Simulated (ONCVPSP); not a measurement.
## What one change does to a pseudopotential (Cs (Z = 55), ONCV)

caesium (Cs), optimised norm-conserving Vanderbilt (ONCV), made with ONCVPSP 4.0.1 (PBE, scalar-relativistic). Core [Kr] 4d10, reference 5s2 5p6 6s0.5 6p0.5. Waves: 5s+6s: rc 3.30 bohr, ncon 3, nbas 6, qcut 3.4 1/bohr, 2 projectors; 5p+6p: rc 3.30 bohr, ncon 3, nbas 7, qcut 3.4 1/bohr, 2 projectors; d scattering state at 0.09 Ha: rc 3.65 bohr, ncon 4, nbas 8, qcut 2.9 1/bohr, 3 projectors, debl 2.4 Ha. Local part: polynomial inside 3.25 bohr (lpopt 5, dvloc0 6 Ha). Core correction: Teter function fitted to the true core (icmod 2), fcfact 0.65.

In the d channel the program set the typed energies aside and used 0.050, 2.450, 4.850 Ha.

All-electron outer shells of the reference configuration (PBE, scalar-relativistic, ld1.x):

| shell | level (eV) | outermost node (bohr) | outermost maximum (bohr) |
| --- | --- | --- | --- |
| 4d | -74.90 | 0.33 | 0.72 |
| 5s | -27.38 | 0.82 | 1.54 |
| 5p | -14.15 | 0.89 | 1.79 |
| 6s | -2.41 | 2.10 | 4.68 |
| 6p | -1.04 | 2.60 | 6.81 |

Change: all radii but the core radius scaled by about 0.76 (s 2.52, p 2.52, d 2.80 bohr); local potential polynomial inside 2.48 bohr (lpopt 5, dvloc0 6 Ha).

Cutoffs: the cutoffs (Ha) at which the residual kinetic energy of the hardest occupied pseudo-wave falls to 1 and 0.1 mHa per electron; they do not see the model core or the augmentation charge, which bear on the density cutoff. Errors are all-electron minus pseudo energies relative to the spin-unpolarised reference configuration.

Predict the effect on cutoff, ghosts and configuration errors.

The potential gets harder (3.8 Ha and 4.7 Ha → 4.8 Ha and 12 Ha); the errors of the 4 common tests hardly move; neither file shows a bound ghost. A smaller radius makes the pseudo-wave follow the all-electron one further in, where it bends more sharply, so more plane waves are needed.

| quantity | base | changed |
| --- | --- | --- |
| cutoff, loose | 3.8 Ha | 4.8 Ha |
| cutoff, tight | 4.7 Ha | 12 Ha |
| loose cutoff by channel | s 2.2 Ha, p 3.8 Ha | s 4.8 Ha, p 3.7 Ha |
| bound ghosts | none | none |
| GHOST(+) flags under 300 eV | none | d at 150.3 eV |
| error for 5s2 5p6 6s1 6p0, meV [ΔE -0.68 eV] | -0.1 | -0.1 |
| error for 5s2 5p6 6s0 6p0, meV [ΔE 3.18 eV] | -0.3 | -0.3 |
| error for 5s2 5p6 6s0.5 6p0, meV [ΔE 0.79 eV] | -0.1 | -0.1 |
| error for 5s2 5p6 6s0 6p1, meV [ΔE 0.69 eV] | 0.0 | 0.0 |
| rms error of d²Exc/dni dnj with the model core, mHa | 1.48 | 1.08 |

Base: The cutoffs count occupied waves only; projector 2 of the d channel, the hardest unoccupied one, needs 13 Ha at the loose tolerance.
